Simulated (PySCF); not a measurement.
# UHF on Xe⁺ (xenon, charge +1)

Configuration: [Kr] 4d10 5s2 5p4 5d1, one real determinant (an excited configuration). Computed with PySCF 2.14 in aug-cc-pwCVTZ-DK3 with one added diffuse shell each of s, p, d, f type (11s10p8d5f1g, 125 functions), with the spin-free X2C one-electron Hamiltonian (Gaussian nucleus).

- Total energy: -7442.367779 hartree
- One-electron energy: -10170.2140 hartree
- Hartree (Coulomb) energy: 2913.4750 hartree
- Exchange energy: -185.6288 hartree
- ⟨S²⟩: 3.7636
- ⟨L²⟩: 8.099
- Sum of ⟨r⟩: 36.58 bohr
- Sum of ⟨r²⟩: 58.16 bohr²
- Traceless quadrupole moment −½Σ⟨3z² − r²⟩ along its main axis: 1.89 e·bohr²
- Langevin diamagnetic susceptibility: -46.1 ×10⁻⁶ cm³/mol

| shell | electrons | mean orbital energy (hartree) | spread (hartree) | rms radius, mean of both spins (bohr) |
| --- | --- | --- | --- | --- |
| 1s α | 1 | -1276.50759 | 0 | 0.0306 |
| 1s β | 1 | -1276.50154 | 0 | 0.0306 |
| 2s α | 1 | -202.82950 | 0 | 0.124 |
| 2s β | 1 | -202.82544 | 0 | 0.124 |
| 2p α | 3 | -181.95277 | 0.00496 | 0.111 |
| 2p β | 3 | -181.94539 | 0.00333 | 0.111 |
| 3s α | 1 | -43.48030 | 0 | 0.326 |
| 3s β | 1 | -43.47299 | 0 | 0.326 |
| 3p α | 3 | -36.55554 | 0.01000 | 0.326 |
| 3p β | 3 | -36.54495 | 0.00294 | 0.326 |
| 3d α | 5 | -26.22482 | 0.01262 | 0.304 |
| 3d β | 5 | -26.21906 | 0.00435 | 0.304 |
| 4s α | 1 | -8.92000 | 0 | 0.762 |
| 4s β | 1 | -8.89913 | 0 | 0.762 |
| 4p α | 3 | -6.62537 | 0.02359 | 0.815 |
| 4p β | 3 | -6.60149 | 0.00783 | 0.815 |
| 4d α | 5 | -3.15662 | 0.03375 | 0.942 |
| 4d β | 5 | -3.13880 | 0.00964 | 0.942 |
| 5s α | 1 | -1.50198 | 0 | 1.95 |
| 5s β | 1 | -1.28654 | 0 | 1.95 |
| 5p α | 3 | -0.92082 | 0.07930 | 2.29 |
| 5p β | 1 | -0.82834 | 0 | 2.29 |
| 5d α | 1 | -0.33268 | 0 | 3.70 |

⟨L²⟩ = 8.10 against 12 for a pure F term, so this real determinant mixes terms. The outer electron is Rydberg-like, and this basis confines it to a smaller radius and binds it less than a complete one would.

Densities and radii are taken from the X2C orbitals without a picture-change correction, which distorts them close to the nucleus.

Spin-orbit constants ζ (cm⁻¹) from the X2C one-electron operator on these orbitals: bare nucleus, nucleus screened by l(l+1)(2l+1)/3 electrons, and screened by the Breit-Pauli mean field of the electrons.

```
shell     bare  screened nucleus  mean field
   2p  1726000           1662000         n/a
   3p   332200            319900         n/a
   3d    50700             41310         n/a
   4p    63660             61300         n/a
   4d     7537              6141         n/a
   5p     7050              6789         n/a
   5d    389.3             317.2         n/a
```

To first order the Landé constant is A = -683.8 cm⁻¹, so the lowest level has J = 9/2 and lies 0.382 eV below the centre of the term. This holds in LS coupling only.
